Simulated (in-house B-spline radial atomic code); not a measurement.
## RPA and G0W0 on B3LYP (VWN-RPA): N

Configuration [He] 2s2 2p3, highest spin, mean-field start B3LYP (VWN-RPA). Computed with an all-electron radial atomic-structure program (B-spline basis): all electrons, non-relativistic, point nucleus, each spin shell either full or empty, empty states to l = 9 with an (l + 1/2)⁻⁴ tail; G0W0 by contour deformation at full frequency.

Command:
```bash
python run_gw.py task.json out
```
Settings (radii: box in bohr, nucleus in fm):
```
Z                        7
electrons                7
configuration            [He] 2s2 2p3
hamiltonian              nr
method                   b3lyp
lmax                     9
spin_polarised           True
box_radius               40
intervals                49
```

Time taken, with all properties: 0.8 s on 1 thread of Arm Neoverse V2, on a shared host.

Energies (hartree):

| term | value |
| --- | --- |
| mean-field total | -54.60703 |
| Hartree-Fock functional on these orbitals | -54.39975 |
| direct second order | -0.38669 |
| second-order exchange | 0.17846 |
| SOSEX correction | 0.15404 |

(1) What is the RPA correlation energy, and what remains with SOSEX?

Quasi-particle levels (eV):

```json
{"level": "2p up", "occupied": "yes", "mean field": "-9.778", "Σx - vxc": "-5.77", "Σc": "?", "QP weight": "?", "G0W0": "?"}
{"level": "2s down", "occupied": "yes", "mean field": "-16.825", "Σx - vxc": "-3.25", "Σc": "-0.60", "QP weight": "0.852", "G0W0": "-20.680"}
{"level": "2p down", "occupied": "no", "mean field": "-3.163", "Σx - vxc": "6.94", "Σc": "-3.45", "QP weight": "0.887", "G0W0": "0.325"}
```

G0W0 = mean field + (Σx - vxc) + Σc, with Σc (partial-wave tail included) taken at the quasi-particle energy. Levels of low weight are left out. An empty level above zero is unbound and depends on the box.

(2) Where does G0W0 put 2p up?

Results:

(1) RPA gives -0.32337 hartree (-1.26 eV per electron); RPA + SOSEX gives -0.16932, and the second-order doubles -0.20824 hartree (no singles). SOSEX takes back 48 % of the RPA value.

(2) At -14.050 eV, with Σc = 1.50 eV and a quasi-particle weight of 0.845. The tabulated removal energy is 14.534 eV (NIST, measured).
